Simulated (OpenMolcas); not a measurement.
# C III: effect of the active space

```json
{
  "Program": "OpenMolcas",
  "Method": "CASSCF or its RAS form",
  "Basis": "ANO-R2",
  "Scalar Hamiltonian": "X2C, finite nucleus",
  "Spin-orbit coupling": "RASSI with atomic mean-field integrals over the reference wave functions, term energies averaged over their components"
}
```

A. 2 electrons in 4 orbitals (2s 2p); 2S+1 = 3 even, 3 roots; 2S+1 = 1 even, 7 roots; 2S+1 = 3 odd, 3 roots; 2S+1 = 1 odd, 3 roots; cost about 20 core-seconds
B. 2 electrons in 8 orbitals (2s 2p 3s 3p); 2S+1 = 3 even, 3 roots; 2S+1 = 1 even, 7 roots; 2S+1 = 3 odd, 3 roots; 2S+1 = 1 odd, 3 roots; cost roughly 18 core-seconds
C. 2 electrons in 9 orbitals (RAS2 2s 2p; RAS3 3d, at most 2 electrons); 2S+1 = 3 even, 3 roots; 2S+1 = 1 even, 7 roots; 2S+1 = 3 odd, 3 roots; 2S+1 = 1 odd, 3 roots; cost of the order of 20 core-seconds

Energies in cm-1 above 2s2 1S0, the measured ground level; measured values from Moore, Selected Tables of Atomic Spectra, NSRDS-NBS 3, section 3.

```json
{"Level": "2s2 1S0", "A": "0.0", "B": "0.0", "C": "0.0", "Measured": "0.0"}
{"Level": "2s 2p 3P* 0", "A": "53023", "B": "52914", "C": "52132", "Measured": "52367"}
{"Level": "2s 2p 3P* 1", "A": "53049", "B": "52940", "C": "52158", "Measured": "52391"}
{"Level": "2s 2p 3P* 2", "A": "53101", "B": "52992", "C": "52210", "Measured": "52447"}
{"Level": "2s 2p 1P* 1", "A": "113319", "B": "112125", "C": "105032", "Measured": "102352"}
{"Level": "2p2 3P0", "A": "139426", "B": "138989", "C": "138526", "Measured": "137426"}
{"Level": "2p2 3P1", "A": "139452", "B": "139015", "C": "138552", "Measured": "137454"}
{"Level": "2p2 3P2", "A": "139503", "B": "139067", "C": "138604", "Measured": "137502"}
{"Level": "2p2 1D2", "A": "156425", "B": "155403", "C": "148246", "Measured": "145876"}
{"Level": "2p2 1S0", "A": "196374", "B": "191007", "C": "190720", "Measured": "182520"}
```

Deviations, from unrounded energies. A percentage is the sum of absolute deviations over the sum of measured energies, with the sign that they share, or ± where signs differ.

```
           Against measurement  Levels     A     B     C
mean absolute deviation (cm-1)       9  4800  3800  1900
      other configurations (%)       9  +4.3  +3.4  ±1.7
```

C lies closest to measurement on these levels and A furthest from it. The largest miss of C in the table is 2p2 1S0, by +8200 cm-1. The ranking rests on the paired levels alone, and a cruder setting can come out closer through cancelling errors.

Among A to C the level of the table that moves most is 2s 2p 1P* 1, by 8300 cm-1 (lowest in C, highest in A).

Active for correlation alone: 3p 3s; no level in the range computed is led by a configuration that fills them, so any true level of that kind is missing (holds for B). Active for correlation alone: 3d; no level in the range computed is led by a configuration that fills it, so any true level of that kind is missing (holds for C). Computed and measured levels are paired by configuration, term and J; levels that our copy of the source lacks, or whose pairing is in doubt (as where it misses far off the trend of its configuration), stay unpaired and out of the deviations. Levels of configurations outside the active space are missing.

* marks odd parity.
